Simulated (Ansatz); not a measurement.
Total energies of C2H2OTe.

Cartesian coordinates in Å:
```
Te 1.674 0.539 -0.441
C -0.030 0.243 0.480
C -1.061 -0.496 -0.164
O -1.960 -0.087 -0.871
H 2.396 1.366 0.818
H -1.020 -1.564 0.178
```

The species carries charge 0 and has multiplicity 1. Correlated methods include outer-core shells of Te, which these sets cover unevenly. Te: def2 effective core potential. The bonds changed during the relaxation, so this is another structure than the one it started from. Geometry: relaxed with PBE0-D4/def2-TZVP. Basis def2-TZVPP, Ansatz 0.2.0.

RPA on PBE orbitals: Hartree–Fock energy of these orbitals -418.63171 Eh, correlation -1.44277 Eh (frozen core).

```json
{"functional": "LDA (SPW92)", "energy without D4 (Eh)": "-418.96560", "D4 term (kJ/mol)": "–"}
{"functional": "PBE", "energy without D4 (Eh)": "-420.42277", "D4 term (kJ/mol)": "-13.1"}
{"functional": "r2SCAN", "energy without D4 (Eh)": "-420.62213", "D4 term (kJ/mol)": "-2.9"}
{"functional": "PBE0", "energy without D4 (Eh)": "-420.43148", "D4 term (kJ/mol)": "-11.0"}
{"functional": "r2SCANh", "energy without D4 (Eh)": "-420.59779", "D4 term (kJ/mol)": "-3.2"}
{"functional": "r2SCAN0", "energy without D4 (Eh)": "-420.56274", "D4 term (kJ/mol)": "-3.6"}
{"functional": "HSE06 (plane-wave form)", "energy without D4 (Eh)": "-420.42261", "D4 term (kJ/mol)": "-10.4"}
{"functional": "BHLYP", "energy without D4 (Eh)": "-420.44671", "D4 term (kJ/mol)": "-17.5"}
{"functional": "CAM-B3LYP", "energy without D4 (Eh)": "-420.52106", "D4 term (kJ/mol)": "-11.3"}
{"functional": "LC-ωPBE", "energy without D4 (Eh)": "-420.51202", "D4 term (kJ/mol)": "–"}
{"functional": "ωB97X-V", "energy without D4 (Eh)": "-420.52525", "D4 term (kJ/mol)": "–"}
{"functional": "ωB97M-V", "energy without D4 (Eh)": "-420.51459", "D4 term (kJ/mol)": "–"}
{"functional": "B2PLYP", "energy without D4 (Eh)": "-420.30595", "D4 term (kJ/mol)": "–"}
{"functional": "PBE-QIDH", "energy without D4 (Eh)": "-420.23590", "D4 term (kJ/mol)": "–"}
```

(1) Give the same for revPBE, BLYP, B97M-V, B3LYP. (Estimate.)

B3LYP takes the VWN-RPA correlation (the form of Gaussian; ORCA's B3LYP/G). HSE06 is the plane-wave form, built on full-range PBE exchange. The double hybrids freeze the cores in their second-order part.

## Answers

(1) Computed: 
```csv
functional,energy without D4 (Eh),D4 term (kJ/mol)
revPBE,-420.61004,-38.5
BLYP,-420.52079,-29.0
B97M-V,-420.57340,–
B3LYP,-420.68972,-21.5
```

LC-ωPBE has ω = 0.4 bohr⁻¹.
